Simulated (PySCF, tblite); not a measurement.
Isomers of C7H10FNO, one GFN2-xTB conformer each. Single-point energies are computed at PBE0/pcSseg-1 (PySCF, gas phase, no added dispersion term), electronic only.

```tsv
SMILES	GFN2-xTB relative energy (kJ/mol)
CCO[C@@H]1C[C@H](C#N)[C@H]1F	52.5
CC[C@@H]1OC[C@@H](C#N)[C@H]1F	0.0
C#C[C@H](CCF)C(=O)NC	67.0
```

Conformers: `[CH3:1][CH2:2][O:3][C@@H:4]1[CH2:5][C@H:6]([C:7]#[N:8])[C@H:9]1[F:10]` with C1–C2–O3–C4 179°, C2–O3–C4–C5 180°, O3–C4–C5–C6 -132°, C4–C5–C6–C7 132°, C5–C6–C9–F10 -131°, O3–C4–C9–C6 129°; `[CH3:1][CH2:2][C@@H:3]1[O:4][CH2:5][C@@H:6]([C:7]#[N:8])[C@H:9]1[F:10]` with C1–C2–C3–O4 -63°, C2–C3–O4–C5 -154°, C3–O4–C5–C6 42°, O4–C5–C6–C7 -159°, C5–C6–C9–F10 -101°; `[CH:1]#[C:2][C@H:3]([CH2:4][CH2:5][F:6])[C:7](=[O:8])[NH:9][CH3:10]` with C2–C3–C4–C5 167°, C3–C4–C5–F6 -64°, C2–C3–C7–O8 124°, C3–C7–N9–C10 177°.

Question: What does PBE0/pcSseg-1 give for the same structures?

Answer: 
```csv
SMILES,PBE0/pcSseg-1 E (Eh),PBE0/pcSseg-1 (kJ/mol),GFN2-xTB (kJ/mol),point group
CC[C@@H]1OC[C@@H](C#N)[C@H]1F,-501.93790,0.0,0.0,C1
CCO[C@@H]1C[C@H](C#N)[C@H]1F,-501.91208,67.8,52.5,C1
C#C[C@H](CCF)C(=O)NC,-501.90827,77.8,67.0,C1
```

Both levels put the same isomer lowest; measured from each level's own lowest isomer, the values differ by up to 15.3 kJ/mol (CCO[C@@H]1C[C@H](C#N)[C@H]1F: 52.5 against 67.8). As drawn, the lowest has a C≡N group, which the highest lacks; the highest has a C=O bond, a C≡C bond and an N–H bond, which the lowest lacks. Neighbours about 10 kJ/mol apart or less (CCO[C@@H]1C[C@H](C#N)[C@H]1F and C#C[C@H](CCF)C(=O)NC) can change places with a better method, another conformer or zero-point energy.

Question: Which frontier levels, dipoles and rotational constants go with these structures?

Answer: 
```csv
SMILES,"HOMO (eV, PBE0/pcSseg-1)",LUMO (eV),dipole (D),"A, B, C (MHz)"
CC[C@@H]1OC[C@@H](C#N)[C@H]1F,-8.21,0.48,4.21,"3084, 806.8, 691.2"
CCO[C@@H]1C[C@H](C#N)[C@H]1F,-7.84,0.50,4.28,"2356, 699.8, 634.8"
C#C[C@H](CCF)C(=O)NC,-7.43,0.39,2.85,"1629, 925.1, 683.1"
```

Question: What happens when harmonic zero-point energies from GFN2-xTB frequencies are added?

Answer: 
| SMILES | ZPE (kJ/mol) | electronic (kJ/mol) | with ZPE (kJ/mol) |
| --- | --- | --- | --- |
| CC[C@@H]1OC[C@@H](C#N)[C@H]1F | 420.6 | 0.0 | 0.0 |
| CCO[C@@H]1C[C@H](C#N)[C@H]1F | 416.7 | 67.8 | 64.0 |
| C#C[C@H](CCF)C(=O)NC | 410.8 | 77.8 | 68.1 |

The zero-point energies span 9.8 kJ/mol. The order is unchanged.
